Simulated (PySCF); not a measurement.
# Two-component Hartree-Fock for Re(46+) (rhenium, charge +46)

Start: [Ar] 3d10 4s1; 4s1/2 filled at m_j = +1/2. Calculated with PySCF 2.14 in an uncontracted even-tempered set (16 s from 6.3 bohr⁻², ratio 2.8; 13 p from 8.2 bohr⁻², ratio 2.8; 8 d from 15 bohr⁻², ratio 2.8; 4 f from 32 bohr⁻², ratio 3): generalised Hartree-Fock with the X2C-1e Hamiltonian and a Gaussian nucleus; one run each with spin-orbit coupling (SO) switched off, then screened by Boettger's factors.

| spinor shell | electrons | ε, spin-free (eV) | ε, screened SO (eV) | weight of nominal j (screened SO) | rms radius, screened SO (bohr) |
| --- | --- | --- | --- | --- | --- |
| 1s1/2 | 2 | -74443.9 | -74422.5 | 1.000 | 0.0204 |
| 2s1/2 | 2 | -14963.3 | -14957.0 | 1.000 | 0.0822 |
| 2p1/2 | 2 | -13364.5 | -14400.3 | 1.000 | 0.0698 |
| 2p3/2 | 4 | -13364.5 | -12948.6 | 1.000 | 0.0773 |
| 3s1/2 | 2 | -5184.6 | -5182.9 | 1.000 | 0.208 |
| 3p1/2 | 2 | -4702.9 | -4941.0 | 1.000 | 0.199 |
| 3p3/2 | 4 | -4702.9 | -4606.0 | 1.000 | 0.212 |
| 3d3/2 | 4 | -4174.2 | -4217.4 | 1.000 | 0.185 |
| 3d5/2 | 6 | -4174.2 | -4144.6 | 1.000 | 0.189 |
| 4s1/2 | 1 | -2498.0 | -2497.6 | 1.000 | 0.430 |

| quantity | spin-free | screened SO |
| --- | --- | --- |
| E (hartree) | -15198.02764 | -15218.03533 |
| M_J | 1/2 | 1/2 |
| ⟨J²⟩ | 0.750 | 0.750 |
| ⟨L²⟩ | 0.000 | 0.065 |
| ⟨S²⟩ | 0.750 | 0.815 |

Each row is a mean over spinors that exchange with the open shell spreads, by up to 5.921 eV (3s1/2).

Breit and QED terms are absent; they matter most for the inner s and p1/2 levels.

Densities and radii are taken from the X2C orbitals without a picture-change correction, which distorts them close to the nucleus.

Without spin-orbit coupling the j labels of p, d and f shells carry no meaning; the spin-free column gives the mean over the occupied spinors of each nl shell.
